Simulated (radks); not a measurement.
Problem. These are the eigenvalues of the occupied orbitals of an atom or ion with whole-number occupations (eV). Calculated with a radial shooting solver on a logarithmic mesh with Libxc functionals: scalar-relativistic Kohn-Sham, r2SCAN, spin-polarised, spherical densities, finite nucleus; meta-GGA in the generalised Kohn-Sham scheme; Fermi nuclear charge, rms radius of each element as measured or else 0.836 A^(1/3) + 0.57 fm.

orbital  eigenvalue
1s up     -3538.944
1s down   -3538.929
2s up     -359.4929
2s down   -359.4793
2p up     -283.9143
2p down   -283.8983
3s up      -36.7578
3s down    -36.7141
3p up      -19.4438
3p down    -19.3931
4s up       -2.5947

Which element is it, and in what charge state? The configuration may be excited. Open shells, if any, are filled with parallel spins first.

Solution. Z = 19, potassium, charge 0: K in [Ar] 4s1. The list shows which subshells hold electrons but not how many an open one holds; the 1s level, -130.05 hartree, gives Z - s = 16.1 by -(Z - s)^2/2, which with screening and relativity narrows Z to a few neighbours, and the depths of the outer levels then fix element, charge and occupations together.
